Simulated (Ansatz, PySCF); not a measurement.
Si(Me)2(OH)2 (C2H8O2Si), SMILES O[Si](O)(C)C. Atoms are numbered in the order given.

```xyz
13

C     -1.4222     1.0893    -0.0541
Si     0.0963    -0.0105     0.0643
C      1.6811     0.9559     0.1737
O     -0.0389    -0.9729     1.4302
O      0.2429    -0.9617    -1.3032
H     -1.5113     1.7466     0.8268
H     -2.3529     0.5011    -0.1301
H     -1.3674     1.7308    -0.9487
H      1.8654     1.5139    -0.7581
H      2.5325     0.2765     0.3370
H      1.6505     1.6740     1.0083
H     -0.9232    -1.0863     1.7945
H     -0.3772    -1.6935    -1.3955
```
Charge 0, spin multiplicity 1.

The structure is a stationary point at B3LYP-D3(BJ)/def2-SVP. One conformer was computed; it need not be the lowest.

Two levels are set side by side: PBE-D3(BJ)/def2-SVP (Ansatz, a quantum-chemistry and plane-wave program) and B3LYP-D3(BJ)/def2-SVP (Ansatz). Each level has its own optimised geometry; the coordinates shown are those of the second. Frequencies come from the Hessian of PySCF at each geometry. Differences are taken from unrounded values.

| quantity | B3LYP-D3(BJ) |
|---|---|
| mean bond length (Å) | 1.302 |
| bond C1–Si2 (Å) | 1.879 |
| bond Si2–C3 (Å) | 1.859 |
| bond Si2–O4 (Å) | 1.676 |
| bond Si2–O5 (Å) | 1.672 |
| bond C1–H6 (Å) | 1.103 |
| bond C1–H7 (Å) | 1.104 |
| bond C1–H8 (Å) | 1.102 |
| bond C3–H9 (Å) | 1.102 |
| bond C3–H10 (Å) | 1.101 |
| bond C3–H11 (Å) | 1.102 |
| bond O4–H12 (Å) | 0.963 |
| bond O5–H13 (Å) | 0.964 |
| highest harmonic wavenumber (cm⁻¹) | 3886 |
| mean harmonic wavenumber (cm⁻¹) | 1343 |
| zero-point energy (kcal/mol) | 63.38 |

Question: What does PBE-D3(BJ) give, and how far is it from B3LYP-D3(BJ)? (Estimate from the structure and the level; the computed values follow.)

Answer: 
```
quantity                            PBE-D3(BJ)  PBE-D3(BJ) minus B3LYP-D3(BJ)
----------------------------------  ----------  -----------------------------
mean bond length (Å)                     1.310                          0.008
bond C1–Si2 (Å)                          1.886                          0.008
bond Si2–C3 (Å)                          1.864                          0.004
bond Si2–O4 (Å)                          1.688                          0.012
bond Si2–O5 (Å)                          1.688                          0.016
bond C1–H6 (Å)                           1.109                          0.007
bond C1–H7 (Å)                           1.111                          0.007
bond C1–H8 (Å)                           1.109                          0.007
bond C3–H9 (Å)                           1.108                          0.007
bond C3–H10 (Å)                          1.108                          0.007
bond C3–H11 (Å)                          1.108                          0.007
bond O4–H12 (Å)                          0.972                          0.009
bond O5–H13 (Å)                          0.972                          0.008
highest harmonic wavenumber (cm⁻¹)        3773                           -113
mean harmonic wavenumber (cm⁻¹)           1312                            -32
zero-point energy (kcal/mol)             61.89                          -1.49
```

GGA bonds tend to be longer and softer than those of functionals with exact exchange. Differences between two approximate levels are no errors against the true value.
